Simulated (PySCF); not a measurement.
Rubidium: a sound run and one with changed settings

Sound run: Rb [Kr] 5s1, Rb⁺ [Kr]. Calculation: PySCF 2.14, in def2-TZVP with the def2 core potential (28 electrons); a scalar-relativistic core potential. The sound run starts from symmetry-adapted Hartree-Fock orbitals and uses a fine grid where one is needed.

Changed run: basis STO-3G, all-electron and non-relativistic. This setting is unsound on purpose.

| species | method | sound run (hartree) | changed run (hartree) | converged |
| --- | --- | --- | --- | --- |
| Rb | UHF | -23.80256 | -2907.60427 | yes |
| Rb | LDA | -23.99012 | -2905.03313 | yes |
| Rb | TPSS | -24.08132 | -2908.90549 | yes |
| Rb⁺ | UHF | -23.66274 | -2907.64744 | yes |
| Rb⁺ | LDA | -23.82855 | -2905.01419 | yes |
| Rb⁺ | TPSS | -23.93165 | -2908.90999 | yes |

Ionisation energy of Rb:

| method | sound run (eV) | changed run (eV) |
| --- | --- | --- |
| UHF | 3.805 | -1.175 |
| LDA | 4.397 | 0.515 |
| TPSS | 4.073 | -0.123 |

A minimal basis cannot let orbitals breathe on ionisation and holds almost no correlation. The Hamiltonian changed with the basis, so the totals do not compare. A negative ionisation energy or a positive MP2 energy shows that the occupation asked for is not the lowest one in this basis.

For comparison, NIST gives 4.177 eV between the lowest levels.
